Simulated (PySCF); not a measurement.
Vertical excitation energies

Compound: C₇H₁₅NOSi.
Numbering: `[CH2:1]=[CH:2][C@H:3]([C:4](=[CH2:5])[CH3:6])[N:7]([CH3:8])[SiH2:9][OH:10]` (hydrogens: H11, H12 on C1; H13 on C2; H14 on C3; H15, H16 on C5; H17, H18, H19 on C6; H20, H21, H22 on C8; H23, H24 on Si9; H25 on O10)

Geometry (PBE0-D3(BJ)/def2-SVP, Å), atoms numbered from 1 in this order:
```
atom  x, y, z in Å
C1    -1.430   -2.309    1.359
C2    -1.147   -1.502    0.336
C3    -0.351   -0.230    0.453
C4    -1.150    1.038    0.189
C5    -2.463    1.027   -0.060
C6    -0.357    2.308    0.263
N7     0.849   -0.265   -0.379
C8     0.649   -0.249   -1.812
Si9    2.399   -0.712    0.253
O10    3.583    0.292   -0.355
H11   -1.988   -3.238    1.219
H12   -1.111   -2.069    2.379
H13   -1.484   -1.774   -0.671
H14   -0.003   -0.158    1.500
H15   -3.015    1.958   -0.217
H16   -3.033    0.095   -0.094
H17   -0.996    3.191    0.130
H18    0.152    2.393    1.238
H19    0.434    2.325   -0.502
H20    0.210   -1.185   -2.207
H21    1.616   -0.097   -2.316
H22   -0.016    0.580   -2.112
H23    2.880   -2.061   -0.158
H24    2.247   -0.625    1.737
H25    3.418    1.234   -0.248
```

Theory: TDDFT B3LYP/def2-SVPD, vertical, gas phase, core orbitals frozen in the response in PySCF.

Task: Predict the UV-vis stick spectrum at this level.

Result: 

```csv
state,E (eV),ν̃ (cm⁻¹),f,"main configurations (H = HOMO, L = LUMO)"
S1,5.17,41710,0.024,H→L (94%)
S2,5.32,42880,0.022,H→L+1 (90%)
S3,5.54,44660,0.0051,H→L+2 (92%)
S4,6.06,48900,0.0056,"H-1→L (84%), H-1→L+2 (12%)"
S5,6.11,49250,0.021,H→L+3 (95%)
S6,6.36,51330,0.0014,"H-1→L+2 (49%), H-1→L+1 (43%)"
S7,6.45,52010,0.0043,"H-2→L+1 (53%), H-2→L (13%), H-2→L+2 (12%)"
S8,6.54,52780,0.0004,"H→L+4 (72%), H→L+5 (21%)"
S9,6.68,53900,0.034,"H→L+5 (72%), H→L+4 (14%), H→L+7 (10%)"
S10,6.70,54000,0.0040,H→L+6 (86%)
```

Triplets, Tamm–Dancoff:

```
state  E (eV)  λ (nm)   main configurations (H = HOMO, L = LUMO)
   T1    4.36   284.5  H-1→L+1 (33%), H-1→L (15%), H-2→L+2 (13%)
   T2    4.37   283.5  H-2→L (28%), H-1→L+1 (24%), H-1→L+2 (13%)
   T3    5.09   243.6        H→L (63%), H→L+1 (16%), H-2→L (11%)
   T4    5.19   238.8                     H→L+1 (79%), H→L (14%)
```

The lowest singlet comes at 240 nm (499 kJ/mol) in the ultraviolet; it is weak; its leading configuration is HOMO→LUMO (94%). The most intense listed level is S9 at 6.68 eV (186 nm, f = 0.034), 1.51 eV above S1. Löwdin shares by element: HOMO nitrogen 52%, carbon 14% or more, silicon 6% (atoms not listed hold the other 27%); LUMO carbon 40% or more, silicon 7%, oxygen 6% (atoms not listed hold the other 46%). The oscillator strengths of these states sum to 0.122; summed over the whole spectrum of an exact calculation they would give the number of electrons, 86 (Thomas–Reiche–Kuhn). Of the 10 states listed, 4 reach f = 0.01 and 1 stays under 0.0005. The listed states span 1.52 eV, and the widest gap between neighbours is 0.53 eV (S3 to S4). All these states lie below the vertical ionisation energy of 8.23 eV (ΔSCF). Singlets were solved by full linear response, triplets in the Tamm–Dancoff approximation.

One conformer stands for the species.
